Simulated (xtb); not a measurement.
CH₂O₃, SMILES O=C(O)O. All values are semi-empirical tight-binding results from xtb (GFN2-xTB unless named), good for trends rather than for accurate numbers. Coordinates come from a GFN2-xTB optimisation. Other conformers were not sampled.

```yaml
point_group_as_xtb_finds_it: C2v
orbital_gap: 6.32 eV
dipole_moment: 0.28 D
zero_point_energy: 23.2 kcal/mol
G − E(el) at 298.15 K (modified RRHO): 7.3 kcal/mol
static polarisability (D4 model): 28.1 bohr³
solvation energy, GFN2-xTB/ALPB(water): -12.6 kcal/mol
solvation energy, GFN2-xTB/ALPB(acetonitrile): -10.3 kcal/mol
```

Computed IR lines (harmonic; lines under 4 % of the strongest left out, lines within 3 cm⁻¹ merged):
ν (cm⁻¹): 560 (m), 576 (w), 731 (m), 1088 (s), 1193 (m), 1302 (s), 1830 (vs), 3486 (w) (against the strongest line: vs over 80 %, s over 45 %, m over 15 %, w over 4 %, vw less)
